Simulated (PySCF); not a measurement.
## TaO₂Cl, singlet: computed properties

These are results of PBE in PySCF with Ta def2-SVP with ECP60, O def2-SVP, Cl def2-SVP; scalar-relativistic core potentials, no spin–orbit coupling; density-fitted integrals, not measurements.

The structure is a minimum.

Z-matrix (Å, degrees; charge 0 multiplicity 1):
```
Ta
O  1 1.7456
O  1 1.7456 2 104.60
Cl 1 2.3290 2 107.19 3 -113.60
```

- Point group: Cs
- Bond lengths: Ta–Cl 2.329 Å, Ta–O 1.746 Å (×2)
- Bond angles: Cl–Ta–O 107.2° (×2), O–Ta–O 104.6°
- Lowest empty level: -4.66 eV
- Principal quadrupole moments (Buckingham, traceless) about the centre of mass: -6.24, -4.87, 11.11 D Å
- Zero-point energy: 17.5 kJ/mol
- Rotational constants: 0.2056, 0.08202, 0.06864 cm⁻¹
- Principal polarisabilities: 34.2, 50.0, 58.8 bohr³
- Atomisation energy without zero-point energy: 2016 kJ/mol
- Rotational symmetry number: 1
- Heat capacity Cp at 298.15 K: 65.8 J/(mol K)
- Enthalpy at 298.15 K above 0 K: 15.23 kJ/mol
- Dipole moment: 5.45 D
- Highest occupied level: -6.74 eV
- Entropy at 298.15 K and 1 bar: 320.5 J/(mol K)

Harmonic modes (masses in u: Ta 180.948, O 15.995, Cl 34.969):
```
symmetry  ω (cm⁻¹)  IR (km/mol)  μ (u)     type
      a'       163         22.5  20.75     bend
     a''       175          1.0  19.84     bend
      a'       328          5.0  18.00     bend
      a'       389         40.9  36.36  stretch
     a''       910          140  17.64  stretch
      a'       959         55.8  17.04  stretch
```

Charges (e):
```
atom  Mulliken  Löwdin  polar tensor  Mayer order to Ta1
 Ta1      0.79    0.06          1.72                   –
O2,3     -0.29   -0.10         -0.64                2.28
 Cl4     -0.22    0.14         -0.44                1.22
```

Mulliken populations on Ta1 (electrons outside its core potential): s 2.40, p 6.33, d 3.33, f 0.16.

Formally Ta is in oxidation state +5, d0. The polar-tensor charge on Ta, 1.72, is far below the formal one.

This need not be the most stable arrangement of these atoms. Spin–orbit coupling, left out here, can matter for elements this heavy.

The final relaxation and frequency run took of the order of 100 core-seconds on a shared host.
